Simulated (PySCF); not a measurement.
AlH3O3, charge +1, multiplicity 2. Atoms are numbered in the order given.

```xyz
7

Al     0.0000     0.0000     0.0000
O     -1.6640     0.0000     0.0000
H     -2.6247     0.0000     0.0000
O      0.8320     1.4410     0.0000
H      1.3124     2.2731     0.0000
O      0.8320    -1.4410     0.0000
H      1.3124    -2.2731     0.0000
```
Charge +1, spin multiplicity 2.

The structure is a stationary point at PBE0-D3(BJ)/def2-SVP. The spin state was assumed, not searched. The isomer is the one that the SMILES or the coordinates give; other isomers of the formula were not compared. Other conformers were not sampled.

These are TDA-CAM-B3LYP/def2-SVPD (PySCF) values and carry that method's errors.

Vertical excitations; the highest root listed may be one member of a degenerate set. 

```csv
state,energy (eV),λ (nm),f,main pairs
root 1,0.72,1729,0.000,β HOMO−2→LUMO (degenerate set)
root 2,0.72,1729,0.000,β HOMO−3→LUMO (degenerate set)
root 3,1.48,839,0.000,β HOMO−4→LUMO 99 %
root 4,2.04,607,0.157,β HOMO→LUMO (degenerate set)
root 5,2.04,607,0.157,β HOMO−1→LUMO (degenerate set)
root 6,6.12,203,0.002,β HOMO−5→LUMO (degenerate set)
root 7,6.12,203,0.002,β HOMO−6→LUMO (degenerate set)
root 8,7.40,168,0.024,β HOMO→LUMO+1 (degenerate set)
root 9,7.40,168,0.024,β HOMO−1→LUMO+1 (degenerate set)
root 10,7.43,167,0.000,β HOMO−7→LUMO 99 %
```
Unrestricted roots are not spin-pure.
